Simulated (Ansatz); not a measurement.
Coupled-cluster diagnostics for Si(OMe)Me3 (C4H12OSi), Ansatz.

Geometry of the singlet (r2SCAN-D4/def2-SVP):

Cartesian coordinates in Å:
```
Si -0.187 0.266 -0.182
O 1.259 0.418 0.660
C 1.901 -0.640 1.322
H 1.275 -1.077 2.124
H 2.825 -0.261 1.788
H 2.185 -1.459 0.632
C -1.542 -0.323 0.978
H -1.649 0.356 1.840
H -1.340 -1.334 1.371
H -2.515 -0.364 0.461
C 0.021 -0.956 -1.594
H 0.840 -0.651 -2.265
H -0.900 -1.024 -2.197
H 0.246 -1.973 -1.230
C -0.550 1.981 -0.826
H 0.264 2.335 -1.479
H -0.648 2.699 0.004
H -1.486 2.004 -1.407
```

Correlated methods freeze 10 core orbitals.

(1) Estimate the CCSD(T) correlation energy, the shares of MP2 and (T), T1 and the reference's ⟨S²⟩ for: charge 0, singlet, own geometry in def2-SVP; charge 1, doublet, vertical in def2-SVP; and the rough time on 2 threads of AMD EPYC 7R13 on a shared host and a share (18 GiB) of an NVIDIA H100 80GB HBM3.

Results:

(1) 
| state | basis | correlation (eV) | MP2 share (%) | (T) share (%) | T1 | ⟨S²⟩ (pure) | wall time |
| --- | --- | --- | --- | --- | --- | --- | --- |
| charge 0, singlet, own geometry | def2-SVP | -26.307 | 89.3 | 2.6 | 0.009 | 0.00 (0.00) | 14 s |
| charge 1, doublet, vertical | def2-SVP | -25.625 | 86.9 | 2.9 | 0.042 | 0.76 (0.75) | 11 s |
Customary marks for T1 are 0.02 (closed shells), 0.045 (open shells) and about 0.05 (3d metals). T1 exceeds 0.02 in 1 of 2 rows and 0.045 in 0; the higher it lies, the less the single-reference result can be trusted.
